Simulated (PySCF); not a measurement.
# Ionisation energy of Br⁺ by level of theory

Br⁺ [Ar] 3d10 4s2 4p4 (3P) → Br²⁺ [Ar] 3d10 4s2 4p3 (4S), as a difference of total energies. All numbers are calculated (PySCF 2.14, no relativity, point nucleus, in def2-TZVPPD). Correlated levels: valence: [Ar] 3d10 frozen; valence and next inner shell: [Ne] frozen. The calculations carry no spin-orbit coupling.

```
                                method  ionisation energy (eV)  difference from reference (eV)
                                   UHF                  20.251                          -1.158
                                   LDA                  21.650                          +0.241
                                   PBE                  21.384                          -0.025
                                  PBE0                  21.396                          -0.013
                                r2SCAN                  21.461                          +0.052
                                 B97-3                  21.394                          -0.015
                               wB97M-V                  21.353                          -0.056
                               LC-wPBE                  21.550                          +0.141
                               r2SCAN0                  21.446                          +0.037
                         MP2 (valence)                  20.927                          -0.482
                     SCS-MP2 (valence)                  20.997                          -0.412
    MP2 (valence and next inner shell)                  20.985                          -0.424
SCS-MP2 (valence and next inner shell)                  21.032                          -0.377
```

Reference: 21.409 eV (measured; NIST levels, between the centres of gravity of the two terms).

These non-relativistic numbers lack the scalar-relativistic shift.

Errors of the correlated levels include the incompleteness of this basis and the frozen core.
